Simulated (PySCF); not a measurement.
# Dy⁴⁴⁺: ionisation energy

Dy⁴⁴⁺ [Ar] 3d4 (5D) → Dy⁴⁵⁺ [Ar] 3d3 (4F), as a difference of total energies. Calculation: PySCF 2.14, in an even-tempered Gaussian basis (18 s from 9.2 bohr⁻², ratio 2.5; 12 p from 12 bohr⁻², ratio 2.5; 7 d from 12 bohr⁻², ratio 2.5; 4 f from 44 bohr⁻², ratio 2.7; 3 g from 66 bohr⁻², ratio 2.7); scalar relativity by spin-free X2C-1e. Correlated levels: outer shells: [Ne] frozen; virtual orbitals above 40 to 60 times the deepest correlated orbital energy dropped. The calculations carry no spin-orbit coupling.

```
                method  ionisation energy (eV)
                   UHF                  3591.4
                   LDA                  3590.5
                   PBE                  3589.6
                  PBE0                  3590.5
                r2SCAN                  3589.5
                PBEsol                  3589.7
                  BP86                  3589.6
    MP2 (outer shells)                  3591.8
SCS-MP2 (outer shells)                  3591.2
```

Spin-orbit coupling is strong in these open shells (close to jj coupling). The scalar numbers leave it out and a first-order estimate fails, so it can dominate the gap to the real levels.

Breit and QED terms and the two-electron picture change are absent.

For comparison: 3607 ± 4 eV (theoretical estimate listed by NIST; NIST Atomic Spectra Database, ionization energies).
